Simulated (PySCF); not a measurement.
Bi(F)2(OMe) (CH3BiF2O), SMILES C[O][Bi]([F])[F].

Geometry: B3LYP-D3(BJ)/def2-SVP. The def2 effective core potentials stand for the cores of Bi; spin–orbit coupling is left out. Other conformers were not sampled.

Calculation: PBE/def2-TZVP (PySCF).

Symmetry labels are those of the subgroup Cs that the program uses (full group Cs).

Computed valence orbital energies around the gap with their symmetry:
```json
[
 {"orbital": "HOMO−7", "symmetry": "A\"", "energy (eV)": "-10.07"},
 {"orbital": "HOMO−6", "symmetry": "A'", "energy (eV)": "-9.35"},
 {"orbital": "HOMO−5", "symmetry": "A'", "energy (eV)": "-8.98"},
 {"orbital": "HOMO−4", "symmetry": "A\"", "energy (eV)": "-8.72"},
 {"orbital": "HOMO−3", "symmetry": "A\"", "energy (eV)": "-8.62"},
 {"orbital": "HOMO−2", "symmetry": "A'", "energy (eV)": "-8.47"},
 {"orbital": "HOMO−1", "symmetry": "A'", "energy (eV)": "-7.07"},
 {"orbital": "HOMO", "symmetry": "A\"", "energy (eV)": "-6.55"},
 {"orbital": "LUMO", "symmetry": "A\"", "energy (eV)": "-2.33"},
 {"orbital": "LUMO+1", "symmetry": "A'", "energy (eV)": "-2.26"},
 {"orbital": "LUMO+2", "symmetry": "A'", "energy (eV)": "-1.66"},
 {"orbital": "LUMO+3", "symmetry": "A'", "energy (eV)": "1.32"}
]
```
